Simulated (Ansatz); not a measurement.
Start from `[F][GeH]([F])[SiH3]` and change one atom or group to get `N#[C][GeH]([F])[F]`.

Ansatz, PBE0-D4/def2-TZVP geometries, multiplicity 1. 

Scalar relativity is left out up to krypton.

| property | `[F][GeH]([F])[SiH3]` |
| --- | --- |
| LUMO energy (PBE/def2-TZVPP) / eV | -1.45 |
| size of the dipole moment (PBE/def2-TZVPP) / D | 2.91 |
| size of the dipole moment (B3LYP/def2-TZVPP) / D | 3.14 |
| LUMO energy (PBE0/def2-TZVPP) / eV | -0.62 |
| HOMO energy (B3LYP/def2-TZVPP) / eV | -8.60 |
| HOMO–LUMO gap (PBE/def2-TZVPP) / eV | 6.04 |

Task: Give the same properties after the change, and the shifts. (Estimate.)

Result: Computed: 
| property | `N#[C][GeH]([F])[F]` | shift |
| --- | --- | --- |
| LUMO energy (PBE/def2-TZVPP) / eV | -2.49 | -1.04 |
| size of the dipole moment (PBE/def2-TZVPP) / D | 2.87 | -0.04 |
| size of the dipole moment (B3LYP/def2-TZVPP) / D | 3.00 | -0.14 |
| LUMO energy (PBE0/def2-TZVPP) / eV | -1.55 | -0.93 |
| HOMO energy (B3LYP/def2-TZVPP) / eV | -10.48 | -1.88 |
| HOMO–LUMO gap (PBE/def2-TZVPP) / eV | 6.60 | 0.56 |

With PBE0 the HOMO falls by 1.96 eV and the LUMO falls by 0.93 eV, so the gap widens by about 1.03 eV. PBE moves the HOMO by -1.59 eV and ωB97M-V by -2.22 eV. Dipoles are sizes alone; their direction can turn.

Positive LUMOs are unbound, so they and the gaps depend on the basis.

B3LYP here is the variant with VWN-RPA as its local correlation; programs differ in this.
